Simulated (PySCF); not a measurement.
Basis and Hamiltonian dependence of the excitation energy of Se

Se [Ar] 3d10 4s2 4p4 (3P) → Se [Ar] 3d10 4s2 4p3 5s1, s spin flipped. Calculated with PySCF 2.14 from differences of total energies of unrestricted determinants, without spin-orbit coupling. Values in eV.

| basis | Hamiltonian | functions | UHF | r2SCAN | PBE0 | MP2 (valence) |
| --- | --- | --- | --- | --- | --- | --- |
| aug-cc-pVDZ-PP with ECP10MDF | ECP | 32 | 5.875 | 6.333 | 6.387 | 6.050 |
| aug-cc-pVDZ-DK | spin-free X2C | 36 | 6.060 | 6.505 | 6.543 | 6.224 |
| def2-TZVPPD | non-relativistic | 57 | 6.083 | 6.575 | 6.608 | 6.389 |
| aug-cc-pVTZ-PP with one added diffuse shell each of s, d, f type with ECP10MDF | ECP | 68 | 5.347 | 6.106 | 6.079 | 5.830 |
| dyall-av2z | non-relativistic | 92 | 6.220 | 6.652 | 6.680 | 6.366 |

Frozen in the all-electron rows: valence: [Ar] 3d10; with a core potential, the same shells as far as they lie outside it.

In the upper determinant the s electron has its spin opposite to the other open shell, which mixes two multiplicities. Non-relativistic rows lack the scalar-relativistic shift.
